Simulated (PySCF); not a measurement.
C₄H₈OSi, SMILES C1(=C/C)/[SiH2]CO1. Atoms are numbered in the order given.

```xyz
14

C     -0.3475     2.6566     0.0000
C      0.6849     1.5660     0.0000
C      0.3783     0.2673     0.0000
O      1.3156    -0.7598     0.0000
C      0.5070    -1.9617     0.0000
Si    -1.0903    -0.9093     0.0000
H     -1.3689     2.2415     0.0000
H     -0.2493     3.3058    -0.8865
H     -0.2493     3.3058     0.8865
H      1.7458     1.8467     0.0000
H      0.7172    -2.5687     0.8960
H      0.7172    -2.5687    -0.8960
H     -1.9544    -0.9617    -1.2131
H     -1.9544    -0.9617     1.2131
```

The structure is a stationary point at ωB97X-D3(BJ)/def2-SVP. The structure was generated by enumeration; whether it is a known compound was not checked.

Two levels are set side by side: PBE/pcSseg-1 (PySCF) and B3LYP/pcSseg-1 (PySCF). GIAO shifts against H2O (¹⁷O), TMS (²⁹Si), TMS (¹H), TMS (¹³C) at the same level; non-relativistic, no solvent, atoms listed together averaged. Differences are taken from unrounded values.

```csv
quantity,PBE
δ(¹³C) of C1 (ppm),19.0
δ(¹³C) of C2 (ppm),112.7
δ(¹³C) of C3 (ppm),163.6
δ(¹⁷O) of O4 (ppm),203.5
δ(¹³C) of C5 (ppm),64.0
δ(²⁹Si) of Si6 (ppm),-29.0
δ(¹H) of H10 (ppm),5.70
"δ(¹H) of H11, H12 (ppm)",4.62
"δ(¹H) of H13, H14 (ppm)",5.80
```

Q: These are the PBE values. What does B3LYP give? (Estimate from the structure and the level; the computed values follow.)

A: 
| quantity | B3LYP | PBE minus B3LYP |
|---|---|---|
| δ(¹³C) of C1 (ppm) | 18.9 | 0.1 |
| δ(¹³C) of C2 (ppm) | 116.2 | -3.5 |
| δ(¹³C) of C3 (ppm) | 168.8 | -5.2 |
| δ(¹⁷O) of O4 (ppm) | 186.9 | 16.6 |
| δ(¹³C) of C5 (ppm) | 64.1 | -0.1 |
| δ(²⁹Si) of Si6 (ppm) | -26.5 | -2.5 |
| δ(¹H) of H10 (ppm) | 5.72 | -0.03 |
| δ(¹H) of H11, H12 (ppm) | 4.49 | 0.13 |
| δ(¹H) of H13, H14 (ppm) | 5.53 | 0.27 |

Rough cost on one machine, each run with all the roots and properties that it gave: B3LYP against PBE within a factor of 2.
